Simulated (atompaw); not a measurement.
PBE PAW (atompaw) dataset for Zn, scalar-relativistic all-electron reference.

The input file (atompaw 4.2.0.5):

```
Zn 30
GGA-PBE scalarrelativistic loggrid 1500 logderivrange -8 5 326
4 4 3 0 0 0
4 1 0
0 0 0
c
c
c
v
c
v
v
v
2
2.10 2.05 1.45 1.40
y
-0.05
n
n
y
1.9
n
modrrkj vanderbiltortho sinc
3 0 troulliermartins
2.10
2.10
1.15
2.10
0.95
0.95
PWSCFOUT
UPFDX 0.0125d0 UPFXMIN -7.d0 UPFZMESH 30.d0
END
```

Command:

```bash
atompaw < Zn.input > Zn.log
```

Output (summary file):

```
[... start of the log left out ...]
   Valence                  :     -452.02155165376013

 PAW parameters:
       lmax =            2
         rc =    2.1044091646454213
        irc =         1066
   rc_shape =    2.0521434842839721
    rc_vloc =    1.4552241739300231
    rc_core =    1.4072321004069988
   Vloc: Norm-conserving Troullier-Martins with l= 3;e=   0.0000E+00
   Projector type: modified RKKJ projectors + Vanderbilt ortho.
   Sinc^2 compensation charge shape zeroed at   2.0521E+00

 Number of basis functions     6
 No.   n  nodes  l      Energy         Cp coeff         Occ
  1    4    3    0   -0.4394389E+00 -0.3671112E+01  0.2000000E+01
  2  999    4    0   -0.5000000E-01 -0.6626878E+01  0.0000000E+00
  3    3    1    1   -0.6129970E+01  0.1144412E+01  0.6000000E+01
  4    4    2    1   -0.8199220E-01  0.7243803E+02  0.0000000E+00
  5    3    0    2   -0.7453084E+00  0.3445773E+00  0.1000000E+02
  6  999    1    2    0.1900000E+01  0.7035304E-02  0.0000000E+00

 Eigenvalues of overlap operator (in the basis of projectors):
    1       -3.42405220E-02
    2       -2.32090300E-03
    3        2.44551201E+00
    4        9.35962959E+00
    5        2.59381587E+04
    6        3.06412214E+04

The overlap operator has at least one negative eigenvalue!
It might be not positive definite...
Program is stopping.
This probably means that your projectors are too similar
or that your PAW basis is incomplete.
Advice: try to change your input parameters (f.i. : reference energies).
```

The run stopped because the overlap operator built from these waves and projectors is not positive definite.

The run took about 3.5 s on one core of a shared server CPU.
